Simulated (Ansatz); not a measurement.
Job for Ansatz (a program for electronic structure): U-B97M-V/def2-TZVPP on N (SMILES [N]).

Ansatz 0.2 input:
```yaml
crystal:
  periodic: [false, false, false]
  atoms:
    - {symbol: N, position_ang: [0.00000000, 0.00000000, 0.00000000]}
basis:
  gaussian:
    orbitals: def2-TZVPP
hamiltonian:
  xc: {name: B97M-V}
magnetization: {spin_polarized: true, initial_magnetization: 3}
```

It printed:

```
WARN ansatz: RAYON_NUM_THREADS=1 ignored (pool sized by the plan → 1); use --threads N
Functional definition: B97M-V
integrals: 0.01 GiB planned
155 factors; their error is unknown
mean field: 0.08 GiB planned
mean field evaluation 1: about -1485.4435 eV, gradient 8.6e0 eV
mean field evaluation 2: about -1485.5734 eV, gradient 5.1e0 eV
mean field evaluation 4: about -1485.6935 eV, gradient 4.9e-2 eV
mean field evaluation 8: about -1485.6932 eV, gradient 9.4e-5 eV
mean field -1485.69315780 eV, -54.5982165101 hartree, gradient 5.1e-6 eV, S^2 3.756730; 0 other end points of the search recorded, 0 dependent functions left out
reference -1485.69318296 eV, -54.5982174347 hartree; 5, 2 occupied and 26, 29 virtual orbitals, 155 factors
Total energy: -1485.69318296 eV, -54.5982174347 hartree
```

Self-consistency was reached.

Cost: about 0.8 core-seconds (a rough figure).
